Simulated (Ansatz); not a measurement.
C$_{5}$H$_{7}$F, singlet, at a GFN2-xTB geometry; Ansatz (a program for electronic structure) with CAM-B3LYP/6-31G**.

Here is a job for Ansatz.
Ansatz 0.2 input:
```yaml
crystal:
  periodic: [false, false, false]
  atoms:
    - {symbol: F, position_ang: [1.95794551, -0.76148344, 0.29864334]}
    - {symbol: C, position_ang: [0.69302250, -0.33726183, 0.13216466]}
    - {symbol: C, position_ang: [-0.38680130, -1.09673724, 0.12270882]}
    - {symbol: C, position_ang: [-1.61294968, -0.25267858, -0.05526164]}
    - {symbol: C, position_ang: [-1.06000458, 1.13583099, -0.43871202]}
    - {symbol: C, position_ang: [0.42347026, 1.12532742, -0.03517789]}
    - {symbol: H, position_ang: [-0.42346960, -2.16293198, 0.24724319]}
    - {symbol: H, position_ang: [-2.17784188, -0.21475670, 0.88025370]}
    - {symbol: H, position_ang: [-2.27605828, -0.65472643, -0.82199017]}
    - {symbol: H, position_ang: [-1.60887607, 1.93906002, 0.04861611]}
    - {symbol: H, position_ang: [-1.14538684, 1.27706074, -1.51607695]}
    - {symbol: H, position_ang: [1.07146117, 1.57400506, -0.78886404]}
    - {symbol: H, position_ang: [0.59823892, 1.64875569, 0.90869645]}
basis:
  gaussian:
    orbitals: 6-31G__.json
hamiltonian:
  xc: cam_b3lyp
```
The basis file holds 6-31G** in the JSON format of the Basis Set Exchange.

**Question.** Write the output that Ansatz gives for this input, abridged.

**Answer.** 
```
Functional definition: CAM-B3LYP
1329 factors; their error is unknown
347 factors; integrals over basis functions are off by at most 9.1e-6 eV
mean field evaluation 1: about -8007.8534 eV, gradient 4.2e1 eV
mean field evaluation 2: about -8008.7196 eV, gradient 3.8e1 eV
mean field evaluation 4: about -8011.8946 eV, gradient 2.3e0 eV
mean field evaluation 8: about -8011.9056 eV, gradient 1.3e-1 eV
mean field evaluation 16: about -8011.8213 eV, gradient 4.5e-4 eV
mean field -8011.82128624 eV, -294.4290016617 hartree, gradient 3.1e-5 eV, S^2 0.000000; 0 other end points of the search recorded, 0 dependent functions left out
reference -8011.82137528 eV, -294.4290049339 hartree; 23, 23 occupied and 102, 102 virtual orbitals, 1329 factors
Total energy: -8011.82137528 eV, -294.4290049339 hartree
```
